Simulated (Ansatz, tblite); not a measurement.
Forces on Ti2O5H2 at its PBE-D4/def2-SVP geometry. The state is a singlet with charge 0.

The xTB rows come from tblite. The structure holds 1 bond(s) between oxygen atoms. No other spin state of charge 0 was run. Another isomer (singlet) lies 4.54 eV lower at PBE0-D4/def2-TZVP; other spin states weren't run for this one.

GFN1-xTB (tblite), largest force 2.33 eV/Å:

```xyz
9
positions Å, forces eV/Å
Ti    0.081   -1.343    0.748   -0.312   -1.433   -0.668
Ti   -0.112    0.865   -0.469    0.161    0.466    0.990
O    -1.053    0.131    0.878    0.451    0.283   -0.756
O    -0.112   -1.355   -1.162   -1.262   -0.847    1.354
O     1.318    0.148    0.143   -0.250    0.780   -0.266
O    -1.005   -2.225   -0.441    1.757    1.529    0.010
O    -0.221    2.613   -0.890    0.617   -1.013    0.399
H     0.840   -2.287    2.009   -0.671    0.730   -0.874
H     0.264    3.453   -0.815   -0.493   -0.493   -0.188
```

GFN2-xTB (tblite), largest force 1.90 eV/Å:

```
Ti 0.157 -1.878 0.229
Ti -0.256 1.446 -0.267
O 0.372 0.352 -0.236
O -0.417 -0.224 0.543
O -0.104 0.537 -0.012
O 0.875 0.710 0.326
O 0.415 -1.040 0.363
H -0.733 0.556 -0.875
H -0.310 -0.460 -0.072
```

PBE-D4/def2-TZVP (Ansatz), largest force 0.72 eV/Å:

```
Ti 0.226 -0.039 0.114
Ti -0.165 -0.368 -0.076
O -0.262 0.148 0.171
O 0.084 0.126 -0.141
O 0.387 -0.086 0.120
O -0.257 -0.294 -0.080
O 0.102 0.709 -0.098
H 0.015 -0.030 0.037
H -0.129 -0.165 -0.047
```
